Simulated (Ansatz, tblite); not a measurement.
Spin states of [AgCl4]- (AgCl₄⁻), formally d⁸, each relaxed with r2SCAN-D4/def2-SVPD in Ansatz. Electronic energies in the gas phase.

In the def2 sets Ag takes a core potential; there is no spin–orbit coupling. The xTB rows come from tblite. LC-ωPBE has ω = 0.4 bohr⁻¹. B3LYP takes the VWN-RPA correlation.

Singlet geometry (D4h within 0.1 Å):

Cartesian coordinates in Å:
```
Ag 0.000 0.000 0.000
Cl 2.266 -0.488 0.335
Cl -0.129 0.884 2.164
Cl -2.265 0.488 -0.334
Cl 0.128 -0.884 -2.165
```

Triplet geometry (D4h within 0.1 Å):

Cartesian coordinates in Å:
```
Ag 0.0000 -0.0003 0.0001
Cl -0.8787 -2.2707 0.1179
Cl -1.5522 0.5068 -1.8095
Cl 0.8783 2.2703 -0.1182
Cl 1.5525 -0.5062 1.8097
```

Run but left out: HF/STO-3G, B2PLYP/def2-TZVPD (singlet: restricted singlet, unstable in another Hartree–Fock run and untested here).

Only these spin states were relaxed.

Estimate which spin state lies lowest at each of these levels, and by how much: GFN1-xTB; GFN2-xTB; LDA (SPW92)/def2-TZVPD; PBE-D4/def2-TZVPD; BLYP-D4/def2-TZVPD; r2SCAN-D4/def2-TZVPD; B3LYP-D4/def2-TZVPD; PBE0-D4/def2-TZVPD; LC-ωPBE/def2-TZVPD.


```json
{"level": "GFN1-xTB", "triplet − singlet (kcal/mol)": "50.8", "lowest of these": "singlet"}
{"level": "GFN2-xTB", "triplet − singlet (kcal/mol)": "27.1", "lowest of these": "singlet"}
{"level": "LDA (SPW92)/def2-TZVPD", "triplet − singlet (kcal/mol)": "26.9", "lowest of these": "singlet"}
{"level": "PBE-D4/def2-TZVPD", "triplet − singlet (kcal/mol)": "21.4", "lowest of these": "singlet"}
{"level": "BLYP-D4/def2-TZVPD", "triplet − singlet (kcal/mol)": "18.3", "lowest of these": "singlet"}
{"level": "r2SCAN-D4/def2-TZVPD", "triplet − singlet (kcal/mol)": "22.8", "lowest of these": "singlet"}
{"level": "B3LYP-D4/def2-TZVPD", "triplet − singlet (kcal/mol)": "22.6", "lowest of these": "singlet"}
{"level": "PBE0-D4/def2-TZVPD", "triplet − singlet (kcal/mol)": "26.1", "lowest of these": "singlet"}
{"level": "LC-ωPBE/def2-TZVPD", "triplet − singlet (kcal/mol)": "34.2", "lowest of these": "singlet"}
```

Change of the triplet − singlet gap on mixing in exact exchange, in kcal/mol: PBE to PBE0 (25 % exact exchange) 4.7; BLYP to B3LYP (20 % exact exchange) 4.3. The xTB methods have no spin-polarisation term.

```json
{"state": "singlet", "donor atoms": "4", "mean metal–ligand distance (Å)": "2.341", "range (Å)": "2.34–2.34", "Mulliken spin on the metal (PBE0)": "0"}
{"state": "triplet", "donor atoms": "4", "mean metal–ligand distance (Å)": "2.437", "range (Å)": "2.44–2.44", "Mulliken spin on the metal (PBE0)": "0.31"}
```

⟨S²⟩ at PBE0-D4/def2-TZVPD: singlet 0.00 (pure 0.00), triplet 2.01 (pure 2.00). The unpaired electrons of the triplet sit mostly on the ligands.
